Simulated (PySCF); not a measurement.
**BF₃ + 3 HF → BH₃ + 3 F₂**

Level: PBE0 in the def2-TZVP basis family, all electrons, no relativity, computed in PySCF with density fitting; open shells unrestricted.

```json
{"species": "BF₃", "state and structure": "singlet, D3h, B–F 1.311 Å (×3)", "E (Eh)": "-324.38970", "ZPE (kJ/mol)": "32.8", "H(298 K) − H(0) (kJ/mol)": "11.7", "S° (J/(mol K))": "254.6"}
{"species": "HF", "state and structure": "singlet, C∞v, H–F 0.920 Å", "E (Eh)": "-100.39188", "ZPE (kJ/mol)": "24.9", "H(298 K) − H(0) (kJ/mol)": "8.7", "S° (J/(mol K))": "173.6"}
{"species": "BH₃", "state and structure": "singlet, D3h, B–H 1.193 Å (×3)", "E (Eh)": "-26.56583", "ZPE (kJ/mol)": "68.6", "H(298 K) − H(0) (kJ/mol)": "10.1", "S° (J/(mol K))": "188.4"}
{"species": "F₂", "state and structure": "singlet, D∞h, F–F 1.376 Å", "E (Eh)": "-199.40856", "ZPE (kJ/mol)": "6.6", "H(298 K) − H(0) (kJ/mol)": "8.7", "S° (J/(mol K))": "201.9"}
```

Q: What is the electronic reaction energy?

A: At PBE0/def2-TZVP, ΔE = 2031.7 kJ/mol from the differences of the total energies times 2625.5, uphill. 

Q: Add zero-point, thermal and entropy terms for 298.15 K and 1 bar.

A: ΔZPE = -19.1 and Δ[H(298) − H(0)] = -1.6 kJ/mol give ΔH° = 2011.0 kJ/mol. ΔS° = 18.7 J/(mol K), so ΔG° = 2011.0 − 298.15 × (0.0187) = 2005 kJ/mol.

Only the bonding shown was studied: isomers, or loss of a ligand pair, can lie lower.
